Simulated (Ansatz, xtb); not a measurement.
# Redistribution: C2H5Cl + CH2I2 → CH2ClI + C2H5I

Species: C2H5Cl (chloroethane) `CCCl`, singlet; CH2I2 (diiodomethane) `ICI`, singlet; CH2ClI (chloroiodomethane) `ClCI`, singlet; C2H5I (iodoethane) `CCI`, singlet. The partners trade CH3 for I; both sit on C, so the bond types are kept.

Shapes, held fixed at every level: PBE0-D4/def2-TZVP. Programs: Ansatz 0.2.0, xtb 6.7.1. The zero-point and thermal change to 298 K, harmonic and unscaled (PBE0-D4/def2-TZVP), is 0.0 kJ/mol.

```csv
level,kind,ΔH(298 K) (kJ/mol),less CCSD(T)/def2-TZVPP
GFN0-xTB,semi-empirical,-11.8,-14.2
HF/def2-TZVPP,Hartree–Fock,+3.2,+0.8
B3LYP-D4/def2-TZVPP,global hybrid,+1.9,-0.5
BHLYP-D4/def2-TZVPP,global hybrid,+3.7,+1.3
r2SCAN0-D4/def2-TZVPP,global hybrid,+1.2,-1.2
B2PLYP/def2-TZVPP,double hybrid,+2.4,0.0
MP2/def2-TZVPP,perturbation theory,+3.5,+1.1
CCSD(T)/def2-TZVPP,coupled cluster or CI,+2.4,0.0
```

The highest level, CCSD(T)/def2-TZVPP, gives ΔH(298 K) = +2.4 kJ/mol; the levels span -11.8 to +3.7. That is about zero within the method's error. They disagree on the sign: 7 of 8 are positive. The column of differences is taken from that level and isn't an error. No measured value is set beside it here. For atoms past krypton def2 sets carry core potentials with scalar relativity. Outer-core shells of I are correlated, in sets that cover them unevenly.
